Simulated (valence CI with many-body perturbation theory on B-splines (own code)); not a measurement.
## Energy levels of Tl50+

Calculated by configuration interaction combined with many-body perturbation theory (CI+MBPT): three valence electrons over a frozen Dirac-Fock core [Ar] 3d10, a basis of 11 s, 11 p, 10 d, 8 f, 5 g, 2 h functions for each j, with the one-electron correlation potential Σ1, the two-electron term Σ2, the three-electron term Σ3, Breit, model QED; selected CI, second order for the rest, scaled by the run's own slope (own B-spline code, finite nucleus).

The last digits are not significant, and no measured levels were compared; by estimate large intervals hold to a few tenths of a per cent, small ones and those within an open d or f shell to about a per cent.

Levels 136 to 174 of 174, with energies above the lowest level, (4s^2 4p1/2) J=1/2. "Leading %" is the weight of the configuration and term that name the level; weights of strongly mixed levels are sums over their largest components and can fall short, so below about 35 % the name and the second component can differ from the true leading terms, or belong to a minority configuration. In the jj column 3d3/2^4 stands for four electrons in 3d with j = 3/2.

```
No.  Configuration  Term     J  E (eV)  Leading %      g                Leading jj
136         4p2 4f   2D°   5/2   967.7         42  1.240  4p1/2 4p3/2 4f7/2 (84 %)
137         4p 4d2   4D°   7/2   969.9         22  1.179  4p1/2 4p3/2 4f5/2 (37 %)
138         4p2 4f   2P°   3/2   972.9         34  1.269  4p1/2 4p3/2 4f7/2 (59 %)
139         4p2 4f   2F°   5/2   974.1         27  1.077  4p1/2 4p3/2 4f7/2 (63 %)
140         4p 4d2   2H°   9/2   986.1         24  1.062      4p1/2 4d5/2^2 (54 %)
141         4p 4d2   2F°   5/2   986.4         30  1.002      4p1/2 4d5/2^2 (62 %)
142         4p 4d2   2P°   3/2   987.2         18  1.165      4p1/2 4d5/2^2 (60 %)
143         4p 4d2   2F°   7/2   988.9         20  1.123      4p1/2 4d5/2^2 (48 %)
144         4p 4d2   2P°   1/2   992.8         71  0.660      4p1/2 4d5/2^2 (95 %)
145       4s 4d 4f   4H°   7/2  1009.4         86  0.695     4s 4d3/2 4f5/2 (99 %)
146       4s 4d 4f   4H°   9/2  1014.8         59  0.986     4s 4d3/2 4f5/2 (87 %)
147       4s 4d 4f   4F°   3/2  1015.3         69  0.548     4s 4d3/2 4f5/2 (94 %)
148       4s 4d 4f   4F°   5/2  1016.4         45  1.017     4s 4d3/2 4f5/2 (90 %)
149       4s 4d 4f   4G°   7/2  1022.7         42  1.051     4s 4d3/2 4f5/2 (62 %)
150       4s 4d 4f   4G°   5/2  1024.7         70  0.698     4s 4d3/2 4f5/2 (94 %)
151       4s 4d 4f   4F°   9/2  1025.1         29  1.157     4s 4d3/2 4f7/2 (91 %)
152       4s 4d 4f   2G°   7/2  1025.1         47  1.016     4s 4d3/2 4f7/2 (70 %)
153       4s 4d 4f   4H°  11/2  1028.6         74  1.134     4s 4d3/2 4f7/2 (79 %)
154       4s 4d 4f   4P°   5/2  1029.7         27  1.252     4s 4d3/2 4f7/2 (89 %)
155       4s 4d 4f   4D°   3/2  1029.9         31  1.297     4s 4d3/2 4f5/2 (89 %)
156       4s 4d 4f   4D°   7/2  1031.7         26  1.156     4s 4d3/2 4f7/2 (81 %)
157       4s 4d 4f   4D°   1/2  1032.1         62  0.431     4s 4d3/2 4f5/2 (90 %)
158       4s 4d 4f   2H°   9/2  1033.2         61  0.981     4s 4d3/2 4f7/2 (78 %)
159       4s 4d 4f   2F°   5/2  1036.1         31  1.199     4s 4d3/2 4f7/2 (87 %)
160       4s 4d 4f   2D°   3/2  1038.3         37  1.052     4s 4d3/2 4f7/2 (82 %)
161       4s 4d 4f   4G°   9/2  1049.4         49  1.114     4s 4d5/2 4f5/2 (88 %)
162       4s 4d 4f   4G°   7/2  1051.2         29  1.170     4s 4d5/2 4f5/2 (91 %)
163       4s 4d 4f   4H°  13/2  1051.6        100  1.225    4s 4d5/2 4f7/2 (100 %)
164       4s 4d 4f   4D°   5/2  1052.5         43  1.175     4s 4d5/2 4f5/2 (90 %)
165       4s 4d 4f   4G°  11/2  1054.7         58  1.201     4s 4d5/2 4f5/2 (57 %)
166       4s 4d 4f   4F°   9/2  1055.5         60  1.240     4s 4d5/2 4f7/2 (95 %)
167       4s 4d 4f   4D°   3/2  1055.6         44  1.144     4s 4d5/2 4f5/2 (89 %)
168       4s 4d 4f   2G°   7/2  1056.6         57  0.979     4s 4d5/2 4f5/2 (63 %)
169       4s 4d 4f   4P°   1/2  1057.7         83  2.241     4s 4d5/2 4f5/2 (98 %)
170       4s 4d 4f   2F°   5/2  1059.7         50  0.955     4s 4d5/2 4f5/2 (76 %)
171       4s 4d 4f   2D°   3/2  1061.0         48  1.108     4s 4d5/2 4f5/2 (68 %)
172       4s 4d 4f   2F°   7/2  1061.6         61  1.100     4s 4d5/2 4f7/2 (70 %)
173       4s 4d 4f   2H°  11/2  1061.9         82  1.102     4s 4d5/2 4f7/2 (84 %)
174       4s 4d 4f   2D°   5/2  1065.2         35  1.316     4s 4d5/2 4f7/2 (84 %)
```
